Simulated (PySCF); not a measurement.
Computed shifts of a molecule C2H7FOSi2, B3LYP/pcSseg-1 run with PySCF, GIAO, gas phase, atoms alike by connectivity averaged where their shifts nearly agree, in ppm (number of nuclei): ¹³C: 148.1 (1), 140.6 (1). ²⁹Si: 12.2 (1), -25.1 (1). ¹⁹F: -255.0 (1). ¹H: 6.68 (2), 6.19 (1), 5.86 (1), 5.41 (1), 5.15 (1), 0.56 (1). References: ¹³C against TMS (σ = 181.3 ppm); ²⁹Si against TMS (σ = 338.7 ppm); ¹⁹F against CFCl3 (σ = 161.7 ppm); ¹⁷O against H2O (σ = 333.8 ppm); ¹H against TMS (σ = 31.68 ppm), references at their B3LYP-D3(BJ)/def2-TZVP geometries, non-relativistic. Geometry: ωB97X-D3(BJ)/def2-SVP. One conformer was computed; it need not be the lowest.

Question: Which molecule gave these data?
(A) C[Si@@H]1CO[Si@@H]1F
(B) FC[Si@H]1C[SiH2]O1
(C) O[C@H]1[SiH2]C[Si@@H]1F
(D) C=C[Si@H](F)[SiH2]O

Answer: D, C=C[Si@H](F)[SiH2]O
